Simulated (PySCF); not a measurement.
From one molecule to another.

First species: C₆H₁₀ClNSi.
SMILES with atom numbers: `[CH2:1]=[N:2][C@:3]1([CH3:4])[CH:5]=[C:6]([Cl:7])[CH2:8][SiH2:9]1` (hydrogens: H10, H11 on C1; H12, H13, H14 on C4; H15 on C5; H16, H17 on C8; H18, H19 on Si9)

Cartesian coordinates in Å at the GFN2-xTB level; atoms count from 1:
```xyz
19
C6H10ClNSi angstrom
C     -1.6758   -1.5985    0.6630
N     -1.5930   -0.3488    0.7214
C     -0.6110    0.4057    0.0039
C     -1.2810    1.6945   -0.4740
C      0.0311   -0.3264   -1.1475
C      1.2863   -0.7194   -1.0132
Cl     2.1259   -1.6036   -2.2521
C      2.0565   -0.4043    0.2278
Si     0.8633    0.7028    1.2269
H     -2.4315   -2.0815    1.2661
H     -1.0450   -2.2491    0.0509
H     -1.7567    2.1900    0.3676
H     -2.0455    1.4680   -1.2158
H     -0.5490    2.3633   -0.9196
H     -0.5639   -0.5362   -2.0234
H      2.9981    0.0809   -0.0295
H      2.3180   -1.3280    0.7468
H      1.2773    2.1066    1.2270
H      0.5861    0.1930    2.5663
```

Second species: C5H10ClFO2S.
Z-matrix (Å and degrees, GFN2-xTB geometry), rows numbered from 1:
```
C 
C   1  1.5231
C   2  1.5326  1  110.88
C   3  1.5117  2  113.59  1  -173.90
C   4  1.5012  3  118.45  2   -62.48
F   4  1.3656  3  111.23  2    68.59
S   4  1.8557  3  103.21  2   179.34
O   7  1.4247  4  110.99  3   -60.07
O   7  1.4288  4  108.50  3    71.79
Cl  7  2.0284  4  103.69  3  -174.82
H   1  1.0871  2  110.65  3    60.72
H   1  1.0873  2  110.57  3   -59.45
H   1  1.0869  2  110.22  3  -179.34
H   2  1.0912  1  109.32  3   121.13
H   2  1.0914  1  109.58  3  -120.34
H   3  1.0915  2  110.64  1    64.80
H   3  1.0930  2  109.37  1   -54.09
H   5  1.0885  4  110.87  3    61.18
H   5  1.0867  4  108.82  3   -59.65
H   5  1.0889  4  109.61  3  -178.93
```

Levels: PBE0/pcSseg-1 for HOMO energy, LUMO energy and HOMO–LUMO gap. Geometries: GFN2-xTB. All species are isolated and taken at one optimised geometry, non-relativistic unless stated; the electronic structure was computed with PySCF and density fitting.

The conformers computed, where there is a choice (atom-mapped SMILES and torsion angles):
- `[CH3:1][CH2:2][CH2:3][C@@:4]([CH3:5])([F:6])[S:7](=[O:8])(=[O:9])[Cl:10]`: C1–C2–C3–C4 -174°, C2–C3–C4–C5 -62°, C3–C4–S7–O8 -60°

The conformers of `C=N[C@]1(C)C=C(Cl)C[SiH2]1` aren't listed.

Values for the first species:

- HOMO energy: -7.09 eV
- LUMO energy: -0.34 eV
- HOMO–LUMO gap: 6.75 eV

Problem. Estimate the same properties for the second species, and the change in each.

Solution. 
```json
{"property": "HOMO energy", "first": "-7.09 eV", "second": "-9.04 eV", "second less first": "-1.95 eV"}
{"property": "LUMO energy", "first": "-0.34 eV", "second": "-1.45 eV", "second less first": "-1.11 eV"}
{"property": "HOMO–LUMO gap", "first": "6.75 eV", "second": "7.59 eV", "second less first": "+0.84 eV"}
```

